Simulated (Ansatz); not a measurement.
Cartesian coordinates in Å:
```
B 1.311 1.062 0.852
N 0.566 0.017 0.302
Si 0.221 -1.455 1.183
C 0.044 0.100 -1.066
C -1.364 0.661 -1.117
H 1.546 2.027 0.179
H 1.705 0.978 1.979
H 0.829 -2.609 0.466
H 0.773 -1.341 2.551
H -1.247 -1.694 1.241
H 0.718 0.730 -1.651
H 0.066 -0.896 -1.524
H -1.727 0.695 -2.147
H -2.057 0.050 -0.534
H -1.384 1.675 -0.712
```

Charge 0, multiplicity 1.

Task: List the ωB97M-V/def2-TZVPP orbital energies in eV (the Gaussian-basis code of Ansatz). (Best estimate.)

Result: Ansatz gave: Occupied: -1807.23, -394.69, -282.50, -281.33, -187.37, -148.28, -102.40, -102.38, -102.38, -27.80, -23.58, -20.19, -18.48, -16.71, -15.48, -14.72, -14.23, -13.39, -13.01, -12.35, -12.15, -11.84, -11.06, -10.23. Lowest empty: 1.62, 2.13, 2.70, 2.92, 3.20, 3.40, 3.68, 3.86.
